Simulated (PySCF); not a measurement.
**One molecule, many functionals**

Compound: vinyl bromide, C₂H₃Br.
Bonds: C1–C2 (double), C2–Br3. Hydrogens: H4, H5 on C1; H6 on C2.

Linear-response calculations in the def2-SVPD basis (PySCF; singlets by full response, triplets Tamm–Dancoff, core orbitals frozen in the response; HF means time-dependent Hartree–Fock). 'Strongest' is the level of largest summed f among the singlets computed (10 roots, of which the last may lack a degenerate partner); it can jump between rows when another state enters that window. S1 is the lowest singlet of each run and needn't be the same state throughout; f(S1) is that of one state. Geometry: PBE0-D3(BJ)/def2-SVP; no solvent, vibrations or thermal averaging. The LDA/def2-SVPD calculation is non-relativistic and has no spin–orbit coupling, an omission that weighs most on bromine.

```csv
functional,kind,S1 (eV),f(S1),strongest (eV),T1 (eV),HOMO (eV),gap (eV),"ionisation energy, ΔSCF (eV)"
LDA,LDA,5.55,0.001,5.80,4.28,-6.49,4.82,9.85
PBE,GGA,5.62,0.002,5.84,4.10,-6.33,4.88,9.61
B3LYP,"global hybrid, 20% exact exchange",5.78,0.001,6.21,4.12,-7.23,6.54,9.73
PBE0,"global hybrid, 25% exact exchange",5.94,0.001,6.36,4.06,-7.47,7.01,9.74
BHandHLYP,"global hybrid, 50% exact exchange",6.10,0.001,6.70,4.02,-8.44,9.06,9.69
CAM-B3LYP,range-separated hybrid,5.98,0.001,6.52,4.11,-8.75,9.43,9.83
wB97X-D,range-separated hybrid,6.05,0.001,6.56,4.24,-9.30,10.66,9.79
LC-wPBE,range-separated hybrid,6.27,0.000,6.85,4.01,-10.12,11.97,9.97
```

Problem. What does HF (Hartree–Fock) give?

Solution. S1 (eV) 6.56, f(S1) 0.000, strongest (eV) 7.10, T1 (eV) 3.53, HOMO (eV) -9.95, gap (eV) 12.34, ionisation energy, ΔSCF (eV) not settled. S1 runs from 5.55 eV (LDA) to 6.56 eV (HF), a spread of 1.01 eV, while the orbital gap spreads over 7.5 eV. Along PBE (0%), B3LYP (20%), PBE0 (25%), BHandHLYP (50%), HF (100%) S1 rises with the share of exact exchange. −ε(HOMO) comes closest to its own ΔSCF ionisation energy with LC-wPBE (+0.15 eV) and misses most with LDA (-3.36 eV). 'Not settled' means that the ion's SCF failed to converge or may have ended in another state than the lowest.
